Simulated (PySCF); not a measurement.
Delta-SCF ions had no search for a lower state. Excitations are Tamm–Dancoff values on a coarser integration grid. The basis has no diffuse functions, so Rydberg states are missing or too high.

## CH3ClOSi, SMILES `[SiH2](C=O)Cl` (O–C–Si–Cl torsion 180°) (charge 0, multiplicity 1)

Computed with PBE0-D4/def2-TZVP in PySCF.

| Quantity | Result |
|---|---|
| HOMO | -7.42 eV |
| dipole moment | 0.97 D |
| HOMO–LUMO gap | 5.40 eV |
| LUMO | -2.02 eV |
| S1 excitation (TDA) | 3.25 eV |
| S1 oscillator strength | 0.001 |
| T1 excitation (TDA) | 2.46 eV |
| S1–T1 gap (TDA) | 0.79 eV |
| vertical ionisation energy (Delta-SCF) | 9.71 eV |
| total energy | -864.5184 Ha |
| cost | about 90 core-seconds (a rough figure) |

```xyz
7

O      1.9715    -0.6117    -0.2431
C      1.1400     0.2453    -0.0912
Si    -0.7099    -0.2655     0.0474
Cl    -1.8558     1.4181     0.3006
H      1.4372     1.3178    -0.0317
H     -1.1101    -0.9504    -1.2023
H     -0.8730    -1.1536     1.2203
```
Charge 0, spin multiplicity 1.
